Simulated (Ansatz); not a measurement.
Cu3H4. Charge 0, multiplicity 2. Geometry PBE-D4/def2-SVP; atoms count from 1.

```xyz
7

Cu   -0.784    1.019   -0.845
Cu   -0.253    0.792    1.378
Cu    0.553   -0.926   -0.110
H    -0.097   -0.280   -1.528
H     1.077   -2.018   -1.067
H     0.612   -0.535    1.628
H    -1.107    1.947    0.544
```

The structure comes from a short search, and lower isomers may exist.

**Question.** Estimate the Mulliken populations from the PBE0/def2-TZVP orbitals of Ansatz.

**Answer.** 
| atom | charge (e) | spin (α − β) | d electrons |
| --- | --- | --- | --- |
| Cu1 | -0.08 | 0.10 | 9.87 |
| Cu2 | -0.13 | 0.03 | 9.85 |
| Cu3 | -0.18 | 0.37 | 9.64 |
| H4 | 0.13 | 0.11 | – |
| H5 | 0.11 | 0.35 | – |
| H6 | 0.05 | -0.02 | – |
| H7 | 0.09 | 0.06 | – |
Mulliken values and Mayer orders depend strongly on the basis.

**Question.** Where does the spin sit?

**Answer.** Summed by element: Cu 0.51, H 0.49, of 1 unpaired in all. Largest on single atoms: Cu3 0.37, H5 0.35, H4 0.11.

**Question.** And the Mayer bond orders between bonded heavy atoms (over 0.3)?

**Answer.** Cu1–Cu2 0.47 (2.30 Å); Cu1–Cu3 0.37 (2.47 Å); Cu2–Cu3 0.38 (2.41 Å).
